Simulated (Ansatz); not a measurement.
```xyz
2

Be   -0.0215   -0.0362   -0.9193
O    -0.0345    0.0010    0.4823
```

Basis set: 6-31G (spherical functions). Correlated methods keep 1 orbital frozen. Charge 0, multiplicity 1.

Computed with Ansatz (development build ahead of 0.2.0); each method stands on the lowest determinant of its kind that the runs found. Restricted open shells among the atoms or ions are ROHF, correlated in semicanonical orbitals with singles.

(1) Give the atomization energy at this shape (free ground-state atoms in the same class of orbitals less the molecule, no zero-point energy) of singlet BeO by RHF-MP2, RHF.

## Answers

(1)

```
 method  atomization energy
RHF-MP2      90.60 kcal/mol
    RHF      18.23 kcal/mol
```

Caution: in another basis set an unrestricted determinant lies well below.

This basis has no polarisation functions and is too small for such energies, which can lie far from measured ones in either direction.
